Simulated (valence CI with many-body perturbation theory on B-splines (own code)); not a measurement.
Sb¹¹⁺: M1 decay

Computed by configuration interaction combined with many-body perturbation theory (CI+MBPT): four valence electrons over a frozen Dirac-Fock core [Kr], radial functions for each j: 7 s, 7 p, 8 d, 6 f, 4 g, 1 h, with the one-electron correlation potential Σ1, the two-electron term Σ2, the three-electron term Σ3, Breit, model QED; selected CI, second order for the rest, scaled by the run's own slope (own B-spline code, finite nucleus).

No measured spectrum was set against this ion. As an estimate, terms of the open shell hold to 2 to 4 % of their energy, and close levels can change places. Excitations out of the core, of the other parity, are not computed and may begin above about 54.4 eV (a cautious bound); beyond it only levels of the ground parity were kept, without lifetimes.

Lines 1 to 50 of 120 in falling wavelength, among levels below 438830 cm⁻¹, chosen from the decays that carry over 1 % of a level's rate. Wavelengths and rates use the calculated energies, so an error of 2000 cm⁻¹ moves a line at 1585 nm by 32 % and its rate by three times that or more. S is in atomic units (e²a₀⁴ for E2 and M2, e²a₀⁶ for E3), for M1 in squared Bohr magnetons. Weak lines are less certain than strong ones. Lines between different terms over intervals too small for the method are left out, as are lines whose strength nearly cancels. Where a level lies close to another of its J and parity, the split of strength between their lines is uncertain.

Names give the largest LS component (configuration and term), which can be under half, so a name can repeat, a term be missing and a line seem to break the LS rules; names also repeat where a configuration has a term twice. Letters in brackets count levels of one name in rising energy.

```
λ vac (nm)         Upper         Lower  Type   A (s⁻¹)  S (a.u.)
      3050      4d⁴ ³H_6      4d⁴ ³H_5    M1  5.19e-01  7.10e+00
      2814      4d⁴ ⁵D_4      4d⁴ ⁵D_3    M1  1.12e+00  8.32e+00
      2575      4d⁴ ⁵D_1      4d⁴ ⁵D_0    M1  2.73e+00  5.19e+00
      2510      4d⁴ ⁵D_3      4d⁴ ⁵D_2    M1  2.76e+00  1.13e+01
      2348      4d⁴ ⁵D_2      4d⁴ ⁵D_1    M1  4.02e+00  9.65e+00
      1707      4d⁴ ³G_5  4d⁴ ³G_4 [b]    M1  8.58e-01  1.74e+00
      1585      4d⁴ ³G_3      4d⁴ ³H_4    M1  1.87e+00  1.94e+00
      1575      4d⁴ ³H_5      4d⁴ ³H_4    M1  5.15e+00  8.21e+00
      1494  4d⁴ ³G_4 [a]      4d⁴ ³G_3    M1  4.92e+00  5.48e+00
      1317  4d⁴ ³P_2 [b]  4d⁴ ³F_3 [a]    M1  1.92e+00  8.14e-01
      1254  4d⁴ ³P_2 [a]  4d⁴ ³F_2 [a]    M1  1.10e+00  4.03e-01
      1177  4d⁴ ³P_2 [a]  4d⁴ ³P_1 [a]    M1  7.31e+00  2.21e+00
      1069      4d⁴ ³G_5  4d⁴ ³G_4 [a]    M1  1.16e+01  5.80e+00
      1056  4d⁴ ³P_2 [b]  4d⁴ ³P_2 [a]    M1  3.86e+00  8.41e-01
      1029  4d⁴ ³P_1 [a]  4d⁴ ³P_0 [a]    M1  1.51e+01  1.83e+00
      1014  4d⁴ ³F_3 [a]  4d⁴ ³F_2 [a]    M1  1.11e+01  3.00e+00
     984.9  4d⁴ ³G_4 [b]      4d⁴ ³H_5    M1  4.34e+00  1.38e+00
     981.0  4d⁴ ³G_4 [b]      4d⁴ ³G_3    M1  8.92e-01  2.81e-01
     936.5      4d⁴ ³D_1  4d⁴ ³P_2 [a]    M1  1.05e+01  9.63e-01
     876.7      4d⁴ ³F_4      4d⁴ ¹F_3    M1  3.10e+00  6.97e-01
     866.5  4d⁴ ³P_2 [c]  4d⁴ ¹D_2 [a]    M1  8.73e+00  1.05e+00
     849.0  4d⁴ ¹D_2 [a]      4d⁴ ³D_1    M1  7.71e+00  8.74e-01
     827.3  4d⁴ ³F_3 [a]      4d⁴ ³G_3    M1  9.47e+00  1.39e+00
     826.0  4d⁴ ¹G_4 [a]      4d⁴ ³G_5    M1  7.31e+00  1.38e+00
     785.4      4d⁴ ³G_5      4d⁴ ³H_6    M1  9.00e+00  1.78e+00
     770.2  4d⁴ ¹D_2 [a]  4d⁴ ³P_2 [b]    M1  5.47e+00  4.64e-01
     769.1  4d⁴ ³G_4 [a]      4d⁴ ³H_4    M1  2.66e+01  4.05e+00
     766.0      4d⁴ ³D_3  4d⁴ ³F_2 [a]    M1  7.64e+00  8.91e-01
     739.1  4d⁴ ³F_2 [b]      4d⁴ ¹F_3    M1  8.87e+00  6.64e-01
     655.4      4d⁴ ³H_4      4d⁴ ⁵D_4    M1  1.50e+01  1.40e+00
     654.3      4d⁴ ³D_3      4d⁴ ³G_3    M1  1.40e+01  1.02e+00
     624.6      4d⁴ ³G_5      4d⁴ ³H_5    M1  1.48e+01  1.48e+00
     622.3  4d⁴ ¹G_4 [a]  4d⁴ ³F_3 [a]    M1  2.48e+01  1.99e+00
     611.0      4d⁴ ¹F_3  4d⁴ ³P_2 [b]    M1  3.94e+00  2.33e-01
     606.0  4d⁴ ³G_4 [b]      4d⁴ ³H_4    M1  9.93e+00  7.37e-01
     592.2      4d⁴ ¹I_6      4d⁴ ³H_6    M1  2.29e+01  2.29e+00
     591.3  4d⁴ ³F_2 [b]  4d⁴ ¹D_2 [a]    M1  4.89e+00  1.87e-01
     575.4  4d⁴ ¹D_2 [a]      4d⁴ ³D_3    M1  3.10e+01  1.09e+00
     573.1  4d⁴ ³P_2 [b]  4d⁴ ³F_2 [a]    M1  1.12e+01  3.89e-01
     556.6  4d⁴ ¹G_4 [a]  4d⁴ ³G_4 [b]    M1  2.55e+01  1.47e+00
     556.5  4d⁴ ³P_2 [b]  4d⁴ ³P_1 [a]    M1  1.21e+01  3.86e-01
     536.1      4d⁴ ³D_1  4d⁴ ³F_2 [a]    M1  1.67e+01  2.86e-01
     531.6      4d⁴ ³H_4      4d⁴ ⁵D_3    M1  4.15e+00  2.08e-01
     521.6      4d⁴ ³D_1  4d⁴ ³P_1 [a]    M1  2.99e+01  4.73e-01
     518.4      4d⁴ ³F_4  4d⁴ ¹G_4 [a]    M1  6.74e+00  3.13e-01
     508.2  4d⁴ ³P_2 [b]      4d⁴ ³G_3    M1  2.75e+00  6.70e-02
     495.9      4d⁴ ¹I_6      4d⁴ ³H_5    M1  2.73e+01  1.61e+00
     481.7      4d⁴ ¹F_3      4d⁴ ³D_3    M1  3.90e+01  1.13e+00
     465.9  4d⁴ ¹G_4 [a]  4d⁴ ³G_4 [a]    M1  3.80e+01  1.28e+00
     463.7      4d⁴ ³G_3      4d⁴ ⁵D_4    M1  2.40e+00  6.21e-02
```
